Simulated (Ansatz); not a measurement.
Geometry optimisation, RKS PBE-D4/def2-SVP in Ansatz 0.2.0.

Input file:

```yaml
crystal:
  periodic: [false, false, false]
  atoms:
    - { symbol: Ga, position_ang: [-1.134731, -1.296204, 0.477437] }
    - { symbol: O, position_ang: [1.745923, -0.257752, -0.313163] }
    - { symbol: H, position_ang: [-1.189332, -2.255743, -0.762449] }
    - { symbol: H, position_ang: [-0.810832, -1.457223, 2.001663] }
    - { symbol: H, position_ang: [-0.492807, 2.098724, 0.025282] }
    - { symbol: F, position_ang: [-1.757805, 0.33888, 0.075583] }
    - { symbol: H, position_ang: [1.531885, 0.68726, -0.191208] }
    - { symbol: F, position_ang: [0.336432, 2.492881, -0.026964] }
    - { symbol: H, position_ang: [1.771267, -0.350623, -1.286283] }
basis:
  gaussian: { orbitals: def2-SVP }
hamiltonian:
  xc: pbe
  dispersion: d4
relax:
  f_tol: 0.03
  max_steps: 50
output:
  orbitals: {}
```

Run as:

```bash
$ ansatz run input.yaml --threads 2 --pin off --max-ram 3072MiB --backend cpu --events-out ev --progress --plain --runs-dir out
```

Where does it end, and by what steps?

The run converged. After 11 steps the energy has fallen by 1.156 eV; Ga1 moved furthest, 0.57 Å. Joined: Ga1–O2 (3.16 → 2.07 Å).

```
step  energy less start (eV)  largest force component (eV/Å)  accepted
   0                  0.0000                           1.255       yes
   1                 -0.2872                           0.809       yes
   2                 -0.6637                           1.351       yes
   3                 -1.0076                           0.722       yes
   4                 -1.1049                           0.413       yes
   5                 -1.1478                           0.260       yes
   6                 -1.1524                           0.210       yes
   7                 -1.1540                           0.035       yes
   8                 -1.1543                           0.098       yes
   9                 -1.1552                           0.034       yes
  10                 -1.1555                           0.044       yes
  11                 -1.1557                           0.019       yes
```

```xyz
9
Properties=species:S:1:pos:R:3
Ga -0.648 -1.037 0.333
O 1.214 -0.293 -0.195
H -0.945 -2.040 -0.840
H -0.558 -1.168 1.891
H -0.497 1.595 0.024
F -1.471 0.613 -0.076
H 1.098 0.722 -0.094
F 0.401 2.054 0.097
H 1.407 -0.445 -1.140
```

The run took 19 s on 2 threads of Intel(R) Xeon(R) Platinum 8488C (Sapphire Rapids) (shared host), peak memory 0.16 GiB.
